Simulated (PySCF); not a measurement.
**Excitation energy of Ge by level of theory**

Ge [Ar] 3d10 4s2 4p2 (3P) → Ge [Ar] 3d10 4s1 4p2 4d1 (high-spin determinant), as a difference of total energies. Calculation: PySCF 2.14, in aug-cc-pVTZ-DK (7s6p4d2f, 59 functions); scalar relativity by spin-free X2C-1e. Correlated levels: valence: [Ar] 3d10 frozen. The calculations carry no spin-orbit coupling.

| method | excitation energy (eV) |
| --- | --- |
| UHF | 11.172 |
| MP2 (valence) | 12.118 |
| SCS-MP2 (valence) | 12.465 |
| CCSD (valence) | 12.207 |
| CCSD(T) (valence) | 12.193 |

How much does correlation contribute at CCSD(T) (valence)?

12.193 − (11.172) = 1.021 eV, measured against UHF.

The upper state lies above the first ionisation limit, but in LS coupling its spin forbids autoionisation to the ground ion.

The promoted electron is Rydberg-like, and one or two diffuse shells describe it only roughly, which tends to raise the upper state.

The coupled-cluster amplitudes are large for the upper state (T1 above 0.03 or a double amplitude above 0.15), so a single reference is strained.

The determinant of the upper state mixes LS terms, which raises its energy above the lowest term, most at the Hartree-Fock and MP2 levels.
